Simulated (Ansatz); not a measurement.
One change: `[CH3][Al]([SiH3])[CH2]O` becomes `C=[CH][Al]([CH3])[SiH3]`.

Ansatz, PBE0-D4/def2-TZVP geometries, multiplicity 1. Each molecule was computed in one conformer, which needn't be the lowest.

| property | `[CH3][Al]([SiH3])[CH2]O` |
| --- | --- |
| LUMO energy (PBE/def2-TZVPP) / eV | -2.11 |
| LUMO energy (B3LYP/def2-TZVPP) / eV | -1.55 |
| size of the dipole moment (PBE/def2-TZVPP) / D | 1.41 |
| HOMO–LUMO gap (ωB97M-V/def2-TZVPP) / eV | 9.40 |
| HOMO–LUMO gap (B3LYP/def2-TZVPP) / eV | 5.37 |
| size of the dipole moment (ωB97M-V/def2-TZVPP) / D | 1.41 |

(1) What does the change do to each property? (An estimate is asked.)

Answers

(1) The calculation gave: 
| property | `C=[CH][Al]([CH3])[SiH3]` | shift |
| --- | --- | --- |
| LUMO energy (PBE/def2-TZVPP) / eV | -2.45 | -0.34 |
| LUMO energy (B3LYP/def2-TZVPP) / eV | -1.84 | -0.29 |
| size of the dipole moment (PBE/def2-TZVPP) / D | 1.33 | -0.08 |
| HOMO–LUMO gap (ωB97M-V/def2-TZVPP) / eV | 9.29 | -0.11 |
| HOMO–LUMO gap (B3LYP/def2-TZVPP) / eV | 5.19 | -0.18 |
| size of the dipole moment (ωB97M-V/def2-TZVPP) / D | 1.37 | -0.04 |

With PBE0 the HOMO falls by 0.13 eV and the LUMO falls by 0.30 eV, so the gap narrows by about 0.17 eV. PBE moves the HOMO by -0.17 eV and ωB97M-V by -0.10 eV. Dipoles are sizes alone; their direction can turn.

B3LYP here is the variant with VWN-RPA as its local correlation; programs differ in this.
